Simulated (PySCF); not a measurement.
## Cd³¹⁺: ionisation energy

Cd³¹⁺ [Ne] 3s2 3p5 [3p1/2^2 3p3/2^3, M_J = 3/2] → Cd³²⁺ [Ne] 3s2 3p4 [3p1/2^2 3p3/2^2, M_J = 2], as a difference of total energies. All numbers are calculated (PySCF 2.14, the two-component X2C-1e Hamiltonian, in an even-tempered Gaussian basis (19 s from 5.2 bohr⁻², ratio 2.4; 14 p from 6.8 bohr⁻², ratio 2.4; 5 d from 28 bohr⁻², ratio 2.6; 4 f from 41 bohr⁻², ratio 2.6)). Correlated levels: 1s2 frozen; the 56 highest virtual spinors dropped. "Screened" scales the spin-orbit matrix elements by Boettger's factors to mimic the two-electron term; Breit and QED terms are absent.

| method | ionisation energy (eV) |
| --- | --- |
| GHF (spin-free) | 1935.9 |
| GMP2 (spin-free) | 1936.9 |
| GHF (screened spin-orbit) | 1923.7 |
| GMP2 (screened spin-orbit) | 1924.7 |

Breit and QED terms and the two-electron picture change are absent.

The spin-free rows relax to the high-spin LS determinant and lack the spin-orbit shift.

The labels give the starting determinants; with spin-orbit coupling the two ends relaxed to ⟨J²⟩ = 3.75, ⟨L²⟩ = 2.01, ⟨S²⟩ = 0.76 and ⟨J²⟩ = 6.00, ⟨L²⟩ = 3.02, ⟨S²⟩ = 1.50.

For comparison: 1917.9 ± 2 eV (semi-empirical (NIST evaluation); NIST Atomic Spectra Database, ionization energies).
